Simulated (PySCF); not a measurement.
Species: 2-methylpyridine-N-oxide, C6H7NO.
SMILES with atom numbers: `[CH3:1][c:2]1[cH:3][cH:4][cH:5][cH:6][n+:7]1[O-:8]` (hydrogens: H9, H10, H11 on C1; H12 on C3; H13 on C4; H14 on C5; H15 on C6)

Structure used (PBE0-D3(BJ)/def2-SVP), in Å, numbered top down from 1:
```xyz
15
C6H7NO angstrom
C     -2.3193   -0.4387   -0.4679
C     -0.8427   -0.3962   -0.3355
C      0.0127   -1.4872   -0.4066
C      1.3906   -1.3424   -0.2698
C      1.8938   -0.0603   -0.0580
C      1.0311    1.0153    0.0106
N     -0.3213    0.8640   -0.1240
O     -1.0867    1.8556   -0.0567
H     -2.7936   -0.0198    0.4335
H     -2.6673   -1.4660   -0.6322
H     -2.6445    0.2062   -1.2994
H     -0.4318   -2.4705   -0.5744
H      2.0532   -2.2069   -0.3270
H      2.9642    0.1210    0.0571
H      1.3333    2.0493    0.1730
```

Level of theory: TDDFT CAM-B3LYP/def2-SVPD, vertical, gas phase, core orbitals frozen in the response (PySCF).

Ground-to-excited transition dipoles (e·a0, same axes as the geometry; the sign carries no meaning), for the states with f of 0.002 or more among the lowest 10:

| state | E (hartree) | μx | μy | μz |
| --- | --- | --- | --- | --- |
| S1 | 0.1661 | 0.553 | -0.114 | 0.032 |
| S3 | 0.1815 | 0.584 | -1.033 | -0.088 |
| S5 | 0.2245 | 1.181 | 0.771 | 0.203 |
| S6 | 0.2268 | 0.021 | 0.031 | -0.217 |
| S8 | 0.2499 | 1.101 | -1.140 | -0.057 |
| S10 | 0.2756 | 0.170 | 0.172 | 0.037 |

Q: Work out the oscillator strengths.

A: f = (2/3) ΔE |μ|² with ΔE in hartree (27.2114 eV).

| state | \|μ\|² (au) | \|μ\| (D) | f |
| --- | --- | --- | --- |
| S1 | 0.320 | 1.44 | 0.035 |
| S3 | 1.416 | 3.02 | 0.171 |
| S5 | 2.031 | 3.62 | 0.304 |
| S6 | 0.049 | 0.56 | 0.007 |
| S8 | 2.515 | 4.03 | 0.419 |
| S10 | 0.060 | 0.62 | 0.011 |

Q: What is the point group, and which symmetry does each of these states have?

A: Cs. From a totally symmetric ground state, an allowed state transforms like the component of the dipole operator along its μ. Polarised normal to the mirror plane, so A″: S6. Polarised in the mirror plane, so A′: S1, S3, S5, S8 and S10.

Q: What angle do the transition dipoles of S1 and S10 make?

A: |cos θ| = |μa·μb| / (|μa| |μb|) = 0.54, so θ ≈ 57° (taken between 0 and 90°, since the signs are arbitrary).

Q: What peak molar absorption coefficient would the strongest computed level give as a lone Gaussian band 0.4 eV wide at half height?

A: ε(max) = 2.175×10⁸ f / FWHM, with the width in cm⁻¹. S8: 2.175×10⁸ × 0.4192 / 3226 ≈ 28000 L mol⁻¹ cm⁻¹.

All these states lie below the vertical ionisation energy of 8.15 eV (ΔSCF).
